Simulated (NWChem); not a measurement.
BH$_{2}$SeF; SMILES FB[SeH]

```xyz
5

B     -0.5687    -1.1025     0.0000
F      0.3156    -2.0837     0.0000
H     -1.7461    -1.3631     0.0000
Se     0.0885     0.7156     0.0000
H     -1.2595     1.2988     0.0000
```
Atoms are numbered in this order, from 1.

Computed with NWChem. Geometry: optimised at PBE0/def2-SVP. Vertical excitations in the gas phase; the lowest state need not have the same character in each row.

| level | lowest excitation, singlet (eV) | lowest state with f > 0.02, singlet (eV) | orbital gap (eV) |
|---|---|---|---|
| PBE/def2-SVPD, full TDDFT | 5.67 | 5.67 | 4.83 |
| B3LYP/def2-SVPD, full TDDFT | 5.81 | 5.89 | 6.43 |
| LDA (Slater exchange, VWN5)/def2-SVPD, full TDDFT | 5.65 | 5.65 | [?] |

Complete the blanks.


- LDA (Slater exchange, VWN5)/def2-SVPD, full TDDFT, orbital gap (eV): 4.74
